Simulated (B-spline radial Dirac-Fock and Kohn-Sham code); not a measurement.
**L3 edges in EELS at 200 kV and 20 mrad, Mg to I**

Model: the first Born approximation with generalised oscillator strengths from a Dirac-Hartree-Slater potential (longitudinal and transverse terms; continuum final states only, so no white lines or fine structure). Program: a radial finite-basis atomic code. Partial cross sections in barn for windows above the edge. Edges are tabulated values, any marked * orbital energies of the model.

```
 Z  element  edge (eV)  Δ = 50 eV  Δ = 100 eV  Δ = 200 eV
12       Mg     55.13*      91100      132000      153000
16        S      162.5      21400       33900       45100
18       Ar      248.4      12500       19700       27300
20       Ca      346.2       5540        9330       13800
22       Ti      453.8       3090        5400        8390
24       Cr      574.1       2010        3540        5620
30       Zn     1021.8        468         923        1630
31       Ga     1116.4        366         732        1310
32       Ge     1217.0        294         588        1070
33       As     1323.6        240         478         870
37       Rb     1804.0        127         233         416
44       Ru     2838.0       30.7        60.6         114
47       Ag     3351.0       17.8        36.1        69.3
48       Cd     3538.0       14.7        30.1        58.4
49       In     3730.0       12.5        25.6        49.6
50       Sn     3929.0       10.7        21.8        42.3
51       Sb     4132.0       9.30        18.7        36.2
53        I     4557.0       7.09        13.9        26.7
```

Values without a named source are computed, but for edge energies of neutral atoms, which are taken from tables.
